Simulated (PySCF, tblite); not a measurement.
Isomers of C3H4O2SSi. Method: GFN2-xTB as coded in tblite; computed harmonic values from a numerical Hessian at the method's own geometry, unscaled. This tight-binding method is rough: wavenumbers can miss measured ones by several per cent, in bad cases by 10 to 20. Modes of hydrogen on silicon can be 10 to 20 % off. One conformer each.

Electronic energies: PBE0/pcSseg-1 single points on the GFN2-xTB geometries (PySCF, gas phase).

| SMILES | electronic energy, lowest = 0 (kJ/mol) |
| --- | --- |
| O=C1CS[SiH2]C1=O | 21.3 |
| O=C=C(C=O)S[SiH3] | 61.6 |
| O=c1occ([SiH3])s1 | 0.0 |

Question: How do GFN2-xTB zero-point energies change the relative energies?

Answer: 
| SMILES | ZPE (kJ/mol) | of it from modes above 1550 cm⁻¹ | electronic (kJ/mol) | with ZPE, lowest = 0 (kJ/mol) | lowest mode (cm⁻¹) | rings |
| --- | --- | --- | --- | --- | --- | --- |
| O=c1occ([SiH3])s1 | 157.2 | 80.3 | 0.0 | 0.0 | 71 | 1 |
| O=C1CS[SiH2]C1=O | 163.7 | 85.2 | 21.3 | 27.8 | 46 | 1 |
| O=C=C(C=O)S[SiH3] | 155.3 | 81.5 | 61.6 | 59.7 | 39 | 0 |

The zero-point energies span 8.4 kJ/mol, from `O=C=C(C=O)S[SiH3]` to `O=C1CS[SiH2]C1=O`. The order is unchanged.

Question: And how do the electronic energies of GFN2-xTB itself compare?

Answer: `O=c1occ([SiH3])s1` 0.0; `O=C1CS[SiH2]C1=O` 86.3; `O=C=C(C=O)S[SiH3]` 64.8 kJ/mol, lowest = 0. Against the energies above, taken from the same isomer `O=c1occ([SiH3])s1`, the largest difference is 65.0 kJ/mol.

Question: What do entropy and thermal enthalpy add at 298.15 K and 1 bar (rigid rotor, harmonic oscillator, one conformer each)?

Answer: 
```csv
SMILES,point group,symmetry number,S (J/(mol K)),H − H(0) (kJ/mol),ZPE + H − H(0) − TS (kJ/mol)
O=c1occ([SiH3])s1,Cs,1,366.5,22.91,70.8
O=C1CS[SiH2]C1=O,C1,1,374.1,23.44,75.6
O=C=C(C=O)S[SiH3],Cs,1,385.5,25.14,65.5
```
